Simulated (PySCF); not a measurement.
Work out the structure from these simulated measurements.

Formula: C7H7ClO3.

| Property | Result |
| --- | --- |
| NMR, other nuclei | isotropic shieldings of nuclei other than C and H, by class: -150 (1 O), -141 (1 O), 29 (1 O), 754 (1 Cl) ppm [GIAO PBE0/pcSseg-1] |
| 1H NMR | chemical shifts (computed TMS as zero) by class: 2.97 (1 H), 1.40 (6 H) ppm [GIAO PBE0/pcSseg-1] |
| Rotational structure | rotational constants A, B, C: 1.284, 0.851, 0.575 GHz [GFN2-xTB] |
| 13C NMR | chemical shifts (computed TMS as zero) by class: 168.8 (1 C), 165.8 (1 C), 156.7 (1 C), 147.1 (1 C), 31.9 (1 C), 21.9 (2 C) ppm [GIAO PBE0/pcSseg-1] |
| Dipole | 4.26 D [PBE0/pcSseg-1] |

The electronic properties come from PySCF, for the isolated species, density fitting. Levels stand in brackets. Geometry: GFN2-xTB, one conformer, isolated molecule. NMR classes are plain means over equivalent atoms (diastereotopic ones count apart unless rotation or inversion swaps them), as if these changed places fast.

Task: Give a SMILES that accounts for the data.

Result: Numbering: `[CH3:1][CH:2]([CH3:3])[C:4]1=[C:5]([Cl:6])[C:7](=[O:8])[O:9][C:10]1=[O:11]`. Its formula, C7H7ClO3, gives 4 degrees of unsaturation: 1 ring and 3 π bonds in the structure found. 7 carbons fall into 6 classes; from least to most shielded: anhydride carbonyl carbon [C10] (168.8 ppm), anhydride carbonyl carbon [C7] (165.8 ppm), fully substituted alkene carbon [C4] (156.7 ppm), vinylic C–Cl carbon [C5] (147.1 ppm), allylic carbon [C2] (31.9 ppm), methyl carbon [C1/C3] (21.9 ppm, 2 C). Hydrogen classes from least to most shielded: 1 H on an allylic carbon, C2 (2.97 ppm), 6 H on 2 methyl carbons, C1/C3 (1.40 ppm, a mean of values up to 0.8 ppm apart in this geometry). The other shieldings belong to: -150 ppm, anhydride carbonyl oxygen [O11]; -141 ppm, anhydride carbonyl oxygen [O8]; 29 ppm, anhydride bridging oxygen [O9]; 754 ppm, vinyl chlorine [Cl6]. The optimised geometry has point group Cs and is an asymmetric top. Structure: `CC(C)C1=C(Cl)C(=O)OC1=O`. Computed isomers that give other values at the same levels: `COC(=O)C1=CCC(Cl)=CO1` (13C chemical shifts (computed TMS as zero) by class: 168.5 (1 C), 148.4 (1 C), 146.1 (1 C), 123.0 (1 C), 118.6 (1 C), 54.0 (1 C), 34.1 (1 C) ppm); `COc1oc(C(=O)Cl)cc1C` (13C chemical shifts (computed TMS as zero) by class: 168.6 (1 C), 160.0 (1 C), 138.9 (1 C), 136.1 (1 C), 107.1 (1 C), 57.4 (1 C), 10.2 (1 C) ppm). The assignments are read from this structure; whether some other isomer fits the data as well wasn't checked.

Conformer computed: `[CH3:1][CH:2]([CH3:3])[C:4]1=[C:5]([Cl:6])[C:7](=[O:8])[O:9][C:10]1=[O:11]`: C1–C2–C4–C5 119°.
